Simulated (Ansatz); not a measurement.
Ideal-gas functions of `C[CH2][In][F]` radical at 400 K and 1 bar, from an Ansatz frequency run at PBE0-D4/def2-TZVP.

Molar mass 162.88 g/mol, point group C1 (symmetry number 1), electronic degeneracy 2, moments of inertia 83.916, 185.425, 256.831 u Å². Harmonic wavenumbers (cm⁻¹, unscaled): 38, 88, 181, 206, 328, 527, 609, 885, 912, 1025, 1097, 1229, 1401, 1452, 1480, 1486, 3021, 3085, 3098, 3129, 3165.

Use S(trans) = R[1.5 ln M + 2.5 ln T − 1.1517]; rotational temperatures θ = 24.2544 K / I; S(rot) = R[ln(√π/σ · √(T³/θAθBθC)) + 1.5]; for each mode x = 1.438777 ν̃/T, S = R[x/(eˣ − 1) − ln(1 − e⁻ˣ)] and H = RT x/(eˣ − 1); 1 cm⁻¹ = 0.0119627 kJ/mol; R = 8.31446 J/(mol·K).

By hand: the entropy, in J/(mol·K).

Translation 178.5. Rotation: θ = 0.289, 0.1308, 0.0944 K, giving 115.4. Vibration, mode by mode: 24.87, 17.91, 12.03, 10.99, 7.41, 4.14, 3.28, 1.50, 1.38, 1.00, 0.81, 0.55, 0.33, 0.28, 0.26, 0.25, 0.00, 0.00, 0.00, 0.00, 0.00, in all 87.0. Electronic 5.8. Sum 386.7 J/(mol·K).

By hand: H − E and G − E in kJ/mol, counted from the electronic energy.

Zero-point energy ½ × 28442 × 0.0119627 = 170.1; thermal vibration 16.3; translation, rotation and pV give 4 RT = 13.3. H − E = 199.7 kJ/mol, and G − E = 199.7 − 400 × 386.7/1000 = 45.0 kJ/mol.

Vibration gives 22 % of the entropy, 42.8 J/(mol·K) of it from the modes under 150 cm⁻¹: soft modes count most, and the harmonic formula is weakest for them. The sum counts one conformer and one mirror image; others add a mixing term.
